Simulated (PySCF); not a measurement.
## How methods differ on the excitation energy of Mg

Mg [Ne] 3s2 (1S) → Mg [Ne] 3s1 3d1 (3D), as a difference of total energies. All numbers are calculated (PySCF 2.14, scalar relativity by spin-free X2C-1e, in x2c-TZVPPall with one added diffuse shell each of s, p, d type (6s5p4d, 41 functions)). Correlated levels: valence and next inner shell: 1s2 frozen. The calculations carry no spin-orbit coupling.

| method | excitation energy (eV) |
| --- | --- |
| UHF | 5.062 |
| MP2 (valence and next inner shell) | 5.732 |
| SCS-MP2 (valence and next inner shell) | 5.842 |
| CCSD (valence and next inner shell) | 5.948 |
| CCSD(T) (valence and next inner shell) | 5.971 |

How much does correlation contribute at CCSD(T) (valence and next inner shell)?

5.971 − (5.062) = 0.909 eV, measured against UHF.

Errors of the correlated levels include the incompleteness of this basis and the frozen core.

For comparison: 5.946 eV (measured; NIST levels, between the centres of gravity of the two terms).
